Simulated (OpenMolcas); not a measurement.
## Pt3+: moving or changing the point charges

Pt3+ among 2 point charges of -1.5 e arranged as a linear pair (D∞h), 1.94 Å from the ion.
```
   0.0000    0.0000    1.9400  -1.50
   0.0000    0.0000   -1.9400  -1.50
```

```json
{
 "Program": "OpenMolcas 26.06",
 "Method": "CASSCF",
 "Basis": "ANO-RCC-VTZP [8s7p5d3f1g]",
 "Scalar Hamiltonian": "DKH2, point nucleus",
 "Active space": "7 electrons in 5 orbitals (5d)",
 "State averaging": "2S+1 = 4 even, 10 roots; 2S+1 = 2 even, 40 roots",
 "Spin-orbit coupling": "RASSI with atomic mean-field integrals over the reference wave functions"
}
```

Runs around this geometry, states (labels by Λ). Energies in cm-1 above the lowest state or level, χT in cm3 K/mol.

```tsv
R (Å)	q (e)	Ground state	First state of that spin	First gap with spin-orbit (degeneracies)	χT at 300 K	First state of another spin
1.94	-0.98	4Φ	4Σ 1015	1351 (2, 2)	4.639	2Π 13176
1.76	-1.5	4Σ	4Φ 2041	94.3 (2, 2)	3.093	2Π 8429
1.94	-1.5	4Σ	4Φ 450.9	984.3 (2, 2)	4.616	2Π 10337
2.12	-1.5	4Φ	4Σ 513.7	1212 (2, 2)	4.662	2Π 12299
```

The ground state changes within this set.

Without dynamic correlation the repulsion within the d shell is too large (B by tens of per cent), so at a given field states of lower spin stand too high. This shell can be high or low spin here, a state of another spin lies low, and with metal d orbitals alone active their balance is uncertain, so the ground spin may be wrong. Point charges give a weaker field than real ligands, and real ions of this kind are as a rule low spin; the high spin found here belongs to the model. The ground term spreads over less than 5000 cm-1, several times less than with real ligands, so orbital moments are less quenched and χT lies further from the spin-only value than at real sites (holds for R = 1.94, q = -0.98; R = 1.94, q = -1.5; R = 2.12, q = -1.5). Spin-orbit coupling mixes the spin-free states strongly: the lowest level takes only 47 % from its leading state, 4Σ (holds for R = 1.76, q = -1.5). Point charges carry no covalency, so the field is a model and not that of real ligands. A group larger than the point group allows holds several states that coincide in this model. No measured value stands beside these numbers.
